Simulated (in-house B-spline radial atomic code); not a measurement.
The numbers below are computed, except where a source is named.
Building a PAW s channel for K, r_c = 2.99 bohr

K, [Ar] 4s1, non-relativistic PBE, spherical and spin-unpolarised, from an all-electron radial atomic-structure program (B-spline basis) (atomic units; all potentials screened as in the neutral atom).

Two all-electron partial waves φ1, φ2 are integrated outwards at E1 = ε(4s) = -0.084939 and E2 = E1 + 0.5 hartree; φ1 is the bound orbital and φ2 has unit norm inside r_c = 2.9949 bohr. Smooth partners are polynomials, r^1(a0 + a1 r² + a2 r⁴ + a3 r⁶), matched to φ and three derivatives at r_c, with no condition on the norm. The local potential is -2.14483 + (0.559983) r² + (-0.0617653) r⁴ + (0.00248693) r⁶ inside 2.5549 bohr and the all-electron one outside.

```
wave     φ(r_c)     φ'(r_c)           a0          a1            a2            a3
   1  0.4063949   0.1420864  -0.02859234  0.04645056  -0.004270927   0.000126459
   2  0.8012901  -0.5619096    0.1688728   0.1118911   -0.01611463  0.0005425612
```

Inside r_c the overlaps are <φi φj> = [[0.12272, 0.34221], [0.34221, 1.00000]] and, for the smooth waves, [[0.11005, 0.32730], [0.32730, 1.08950]]. With χj = (Ej − T − V_local) applied to smooth wave j, the program's quadrature gives the matrix B_ij = <smooth i, χj> as [[0.03105, 0.14017], [0.14762, 0.70609]].

**Question.** Check the match of the first wave, and find the augmentation charges q_ij.

**Answer.** At r_c the four terms are -0.08563, 1.24778, -1.02904, 0.27329, which sum to 0.4064, φ1(r_c) to rounding. q_ij is the all-electron overlap less the smooth one: [[0.01267, 0.01491], [0.01491, -0.08950]]. The smooth first wave has a norm of 0.1100 inside r_c against 0.1227, and q11 > 0 puts back the missing charge.

**Question.** B isn't symmetric. Show that D_ij = B_ij + Ej q_ij is.

**Answer.** Integrating by parts gives B12 − B21 = (E1 − E2) q12: 0.14017 − (0.14762) = -0.00745, and −0.5 × (0.01491) = -0.00745. So D12 = 0.14017 + (0.415061)(0.01491) = 0.14636 and D21 = 0.14762 + (-0.084939)(0.01491) = 0.14636; D11 = 0.02997, D22 = 0.66894. The projectors, p = (B⁻¹)ᵀ χ, are dual to the smooth waves; det B = 0.0012.

Solving (T + V_local + Σ p D p) ψ = E (1 + Σ p q p) ψ in a sphere of 9 bohr, whose wall lifts the free-atom level a little, gives these levels:

```
all-electron  one projector  two projectors
   -0.074506      -0.074516       -1.725050
    0.176660       0.068653       -0.074506
    0.576282       0.186281        0.176649
    1.134090       0.585289        0.576242
    1.834330       1.122990        1.131460
```

**Question.** What does the second projector gain?

**Answer.** With one projector the errors are -0.01 millihartree, and the level at 0.0687 is out of step with the all-electron series: an extra state, or one far too low, so the pairing ends there; skipping it, the next levels are off by +9.6, +9.0, -11.1 millihartree. With two a ghost lies below the reference level, so the set fails. The lowest eigenvalue of the overlap operator is 1 with one and 0.2234 with two projectors. The smooth orbital alone needs a cutoff of 1.69 hartree for 1 millihartree of kinetic energy, against 1.41 for a norm-conserving Troullier-Martins orbital of the same radius, which is no gain while the set fails. The first smooth wave changes sign inside r_c, since a0 and φ(r_c) differ in sign; such a node invites a ghost below the level.
